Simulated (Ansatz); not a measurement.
System: TeF₃ (charge 0, doublet). It need not be the lowest isomer of its formula. SMILES: [Te](F)(F)F
Geometry: optimised at B3LYP-D3(BJ)/def2-TZVP (Ansatz, a first-principles code).

Property: atomisation energy (electronic, to ground-state atoms), in kJ/mol. Cores are frozen in the correlated levels unless marked. Open shells are spin-unrestricted. Spin-orbit coupling is left out. The frozen core is the preceding noble-gas configuration, with the filled d and f shells of earlier blocks. In def2 rows, elements after Kr have scalar-relativistic effective core potentials. The coupled-cluster limit lacks core correlation, which all-electron functionals hold. CBS marks a two-point X^-3 extrapolation of the correlation energy; Hartree-Fock from the larger set. The bracket is a focal-point correction in the basis named.

| level | program | atomisation energy (kJ/mol) |
|---|---|---|
| BLYP/def2-TZVPD | Ansatz | … |
| B3LYP-D3(BJ)/def2-TZVPD | Ansatz + dftd3 | 1060.7 |
| PBE0/def2-TZVPD | Ansatz | … |
| BHLYP-D3(BJ)/def2-TZVPD | Ansatz + dftd3 | … |
| r2SCANh-D4/def2-TZVPD | Ansatz + dftd4 | … |
| wB97X-V/def2-TZVPD | Ansatz | 1063.4 |
| B2PLYP-D3(BJ)/def2-TZVPD | Ansatz + dftd3 | 1057.3 |
| RI-MP2/CBS(def2-TZVPP,def2-QZVPP)+[CCSD(T)-MP2]/def2-TZVPP | Ansatz | 1065.6 |

Problem. What belongs in the gaps?

Solution. 
- BLYP/def2-TZVPD, atomisation energy (kJ/mol): 1123.0
- PBE0/def2-TZVPD, atomisation energy (kJ/mol): 1037.9
- BHLYP-D3(BJ)/def2-TZVPD, atomisation energy (kJ/mol): 919.7
- r2SCANh-D4/def2-TZVPD, atomisation energy (kJ/mol): 1042.9
